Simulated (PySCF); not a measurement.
sulfur difluoride (F2S), SMILES FSF.

The structure is a stationary point at r2SCAN-D4/def2-TZVP.

Two levels are set side by side: TDA-PBE/def2-TZVPD (PySCF) and TDA-M06-2X/def2-TZVPD (PySCF). Vertical, same geometry. The lowest singlet is HOMO→LUMO 100 % with PBE and HOMO→LUMO 94 % with the other functional; states are paired by order. Differences are taken from unrounded values.

```json
[
 {"quantity": "lowest singlet excitation (eV)", "TDA-M06-2X": "3.25", "TDA-PBE": "3.20", "TDA-PBE minus TDA-M06-2X": "-0.05"},
 {"quantity": "lowest triplet excitation (TDA) (eV)", "TDA-M06-2X": "2.53", "TDA-PBE": "2.31", "TDA-PBE minus TDA-M06-2X": "-0.22"},
 {"quantity": "first bright state (f over 0.05) (eV)", "TDA-M06-2X": "6.81", "TDA-PBE": "6.05", "TDA-PBE minus TDA-M06-2X": "-0.76"},
 {"quantity": "its oscillator strength", "TDA-M06-2X": "0.07", "TDA-PBE": "0.06", "TDA-PBE minus TDA-M06-2X": "-0.01"}
]
```

Rough cost on one machine, each run with all the roots and properties that it gave: TDA-M06-2X against TDA-PBE about 10 times.
